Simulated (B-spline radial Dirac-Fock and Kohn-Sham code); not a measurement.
**K-shell conversion coefficients of Pb against transition energy**

Model: a Dirac-Hartree-Slater potential of the neutral atom with a Latter tail (no hole, which puts coefficients of high multipoles low close above an edge), finite nucleus with surface currents. Program: a B-spline atomic structure program. Subshells within 1 keV of threshold and pair formation are left out.

```
energy (keV)        E1       E3       E4       M1       M2      M5
         100     0.346    0.446    0.349     7.73     49.7     106
         125     0.201    0.768     1.41     4.07     22.9     295
         139     0.155    0.750     1.62     3.01     15.9     284
         164     0.103    0.622     1.55     1.88     8.98     207
         200    0.0634    0.435     1.18     1.08     4.58     113
         215    0.0532    0.374     1.02    0.880     3.59    87.8
         283    0.0278    0.200    0.549    0.412     1.46    30.2
         311    0.0223    0.160    0.434    0.318     1.07    20.5
         381    0.0142   0.0984    0.257    0.184    0.567    8.83
         456   0.00962   0.0644    0.160    0.114    0.327    4.18
         500   0.00794   0.0520    0.126   0.0890    0.248    2.86
         742   0.00363   0.0215   0.0463   0.0317   0.0792   0.600
         852   0.00281   0.0160   0.0330   0.0222   0.0540   0.358
         951   0.00230   0.0127   0.0254   0.0167   0.0401   0.240
        1000   0.00210   0.0115   0.0226   0.0147   0.0350   0.201
        1070   0.00186  0.00997   0.0193   0.0124   0.0293   0.159
        1440   0.00111  0.00548  0.00984  0.00581   0.0135  0.0591
        2000  0.000644  0.00288  0.00483  0.00252  0.00594  0.0217
        2200  0.000552  0.00239  0.00395  0.00198  0.00470  0.0165
```

Question: How fast do they fall between 1440 and 2200 keV?

Answer: As powers of the energy: E1 E^-1.65, E3 E^-1.96, E4 E^-2.15, M1 E^-2.54, M2 E^-2.49, M5 E^-3.01.

Values without a named source are computed, but for edge energies of neutral atoms, which are taken from tables.
